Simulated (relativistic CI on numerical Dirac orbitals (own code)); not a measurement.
**Ligand-field terms of d4**

Computed with a parametric ligand-field model of a d^n configuration (Racah B and C, spin-orbit zeta, crystal field), exact diagonalisation.

Field parameters in Wybourne normalisation: Oh B⁴₀ = 21Dq, B⁴₄ = √(5/14) B⁴₀; Td as Oh with Dq negative (B⁴₀ = 21Dq, B⁴₄ = √(5/14) B⁴₀). The field is a parameter set, without covalency.

Problem. Ground term and bands for B = 500, C = 2140, ζ = 0 cm⁻¹, Td, 10Dq = -2250 cm⁻¹?

Solution. Ground term 5T2 with 2.00 electrons in the two orbitals of the cubic e set. Spin-allowed: 5E 2250 cm⁻¹. Lowest spin-forbidden: 3T1 9314 cm⁻¹ (1074 nm), 3T2 10267 cm⁻¹ (974 nm), 3T1 11089 cm⁻¹ (902 nm).

Problem. Ground term and bands for B = 820, C = 3940, ζ = 0 cm⁻¹, Oh, 10Dq = 17050 cm⁻¹?

Solution. Ground term 5E with 1.00 electrons in the two orbitals of the cubic e set. Spin-allowed: 5T2 17050 cm⁻¹ (587 nm). Lowest spin-forbidden: 3T1 5846 cm⁻¹ (1710 nm), 1T2 16458 cm⁻¹ (608 nm), 1E 17499 cm⁻¹ (571 nm).

Problem. Ground term and bands for B = 980, C = 3770, ζ = 0 cm⁻¹, Oh, 10Dq = 11000 cm⁻¹?

Solution. Ground term 5E with 1.00 electrons in the two orbitals of the cubic e set. Spin-allowed: 5T2 11000 cm⁻¹ (909 nm). Lowest spin-forbidden: 3T1 11340 cm⁻¹ (882 nm), 3E 19823 cm⁻¹ (504 nm), 3T1 20876 cm⁻¹ (479 nm).

Problem. Ground term and bands for B = 880, C = 3330, ζ = 0 cm⁻¹, Td, 10Dq = -6200 cm⁻¹?

Solution. Ground term 5T2 with 2.00 electrons in the two orbitals of the cubic e set. Spin-allowed: 5E 6200 cm⁻¹ (1613 nm). Lowest spin-forbidden: 3T1 12550 cm⁻¹ (797 nm), 3T2 15266 cm⁻¹ (655 nm), 1A1 15287 cm⁻¹ (654 nm).

Problem. Ground term and bands for B = 580, C = 2860, ζ = 0 cm⁻¹, Oh, 10Dq = 14600 cm⁻¹?

Solution. Ground term 5E with 1.00 electrons in the two orbitals of the cubic e set. Spin-allowed: 5T2 14600 cm⁻¹ (685 nm). Lowest spin-forbidden: 3T1 2071 cm⁻¹, 1T2 9837 cm⁻¹ (1017 nm), 1E 10600 cm⁻¹ (943 nm).
